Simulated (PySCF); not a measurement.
(Cl)1Al(OSiH2)2O.
Cartesian coordinates in Å at the PBE0-D3(BJ)/def2-SVP level; atoms count from 1:
```xyz
11
AlClH4O3Si2 angstrom
Al     0.5252   -1.1885    1.3217
Cl     1.1561   -2.5340    2.7610
O     -0.4021   -1.6546   -0.0269
Si    -0.9091   -0.6825   -1.2749
O     -0.3950    0.8670   -0.9515
Si     0.4992    1.6179    0.2353
O      0.9008    0.4712    1.3689
H     -0.2941   -1.1435   -2.5477
H     -2.3934   -0.6951   -1.3512
H      1.7375    2.1762   -0.3693
H     -0.3271    2.6803    0.8655
```

Computed at PBE0/pcSseg-1 (pcSseg-2 on Al) (PySCF, non-relativistic), with Q(27Al) = 0.1466 b, Q(35Cl) = −0.0817 b, Q(17O) = −0.0256 b: Al1, 27Al (I = 5/2): χzz = 33.02 MHz, η = 0.009; Cl2, 35Cl (I = 3/2): χzz = -29.42 MHz, η = 0.256; O3, 17O (I = 5/2): χzz = -4.638 MHz, η = 0.081; O5, 17O (I = 5/2): χzz = -6.318 MHz, η = 0.344.

**Question.** Find the zero-field quadrupole resonance frequencies of 27Al at Al1.

**Answer.** From the eigenvalues of H = χ/[4I(2I − 1)] × [3Iz² − I(I + 1) + η(Ix² − Iy²)], steps between neighbouring levels, labelled as for η = 0: ±1/2↔±3/2 4.953 MHz, ±3/2↔±5/2 9.906 MHz (aluminium bonded to Cl and 2 O).

**Question.** Where would the pure quadrupole (NQR) lines of 35Cl at Cl2 fall for the rigid, isolated species?

**Answer.** From ν = (|χ|/2)√(1 + η²/3): ν = 14.87 MHz (chlorine bonded to Al). For 37Cl the ratio of quadrupole moments, 0.7881, gives 11.72 MHz.

**Question.** Where would the pure quadrupole (NQR) lines of 17O at O3 fall for the rigid, isolated species?

**Answer.** From the eigenvalues of H = χ/[4I(2I − 1)] × [3Iz² − I(I + 1) + η(Ix² − Iy²)], steps between neighbouring levels, labelled as for η = 0: ±1/2↔±3/2 0.701 MHz, ±3/2↔±5/2 1.390 MHz (oxygen bonded to Al and Si).

**Question.** Find the zero-field quadrupole resonance frequencies of 17O at O5.

**Answer.** From the eigenvalues of H = χ/[4I(2I − 1)] × [3Iz² − I(I + 1) + η(Ix² − Iy²)], steps between neighbouring levels, labelled as for η = 0: ±1/2↔±3/2 1.063 MHz, ±3/2↔±5/2 1.854 MHz (oxygen bonded to 2 Si).

In a crystal, neighbours and librations shift these lines. With a basis this small, the couplings can be 20 % off.

One conformer stands for the species.
